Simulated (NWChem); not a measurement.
Species: CH5FOSi; SMILES C[Si@H](O)F

```xyz
9

C     -0.4159     1.6548     0.2051
Si     0.0108    -0.0767    -0.3574
O     -1.0682    -1.2265     0.1910
F      1.5138    -0.4077     0.2190
H     -0.3833     1.7368     1.3113
H     -1.4312     1.9435    -0.1342
H      0.3070     2.3889    -0.2058
H      0.0389    -0.2432    -1.8407
H     -1.2661    -1.1993     1.1431
```
Atoms are numbered in this order, from 1.

All runs: NWChem. Pople sets run with spherical d functions. Coordinates come from a PBE-D3(BJ)/def2-SVP optimisation. Vertical excitations in the gas phase; the lowest state need not have the same character in each row.

### Question
Order these by “lowest excitation, singlet (eV)”, lowest first: B3LYP/6-31+G*, full TDDFT; CAM-B3LYP/6-31+G*, full TDDFT; PBE0/6-31+G*, full TDDFT; PBE/6-31+G*, full TDDFT.

### Answer
PBE/6-31+G*, full TDDFT (6.82), B3LYP/6-31+G*, full TDDFT (7.41), PBE0/6-31+G*, full TDDFT (7.68), CAM-B3LYP/6-31+G*, full TDDFT (7.79)
